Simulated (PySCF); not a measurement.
C2H6F2OSi. Atoms are numbered in the order given.

```xyz
12

O     -2.5050     0.2846     0.5603
C     -1.3248    -0.5139     0.4672
Si     0.1324     0.4328    -0.2686
F     -0.0898     0.6929    -1.8673
C      1.7385    -0.5565    -0.0641
F      1.8724    -0.7817     1.3152
H     -2.3264     1.0038     1.1848
H     -1.0310    -0.9569     1.4417
H     -1.5750    -1.3651    -0.1888
H      0.2534     1.7572     0.3935
H      1.7054    -1.5335    -0.5784
H      2.6339    -0.0201    -0.4239
```
Charge 0, spin multiplicity 1.

Coordinates come from a TPSSh-D3(BJ)/def2-SVP optimisation. The structure was generated by enumeration; whether it is a known compound was not checked. Other conformers were not sampled.

Level of theory: PBE/pcSseg-1 run with PySCF.

GIAO shieldings, no solvent; atoms listed in one row are averaged. δ = σ(ref) − σ: ¹⁷O against H2O (σ = 334.3 ppm); ¹³C against TMS (σ = 182.0 ppm); ²⁹Si against TMS (σ = 335.4 ppm); ¹⁹F against CFCl3 (σ = 133.6 ppm); ¹H against TMS (σ = 31.49 ppm), references at their B3LYP-D3(BJ)/def2-TZVP geometries, non-relativistic.

Estimate the chemical shifts. (The exact figures need the calculation; the answer reports its results.)


```csv
nucleus,atoms,count,δ (ppm)
¹⁷O,O1,1,5.6
¹³C,C5,1,80.9
¹³C,C2,1,61.0
²⁹Si,Si3,1,12.4
¹⁹F,F4,1,-243.3
¹⁹F,F6,1,-336.0
¹H,H10,1,5.37
¹H,H12,1,5.15
¹H,H11,1,4.89
¹H,"H8, H9",2,4.14
¹H,H7,1,-0.57
```
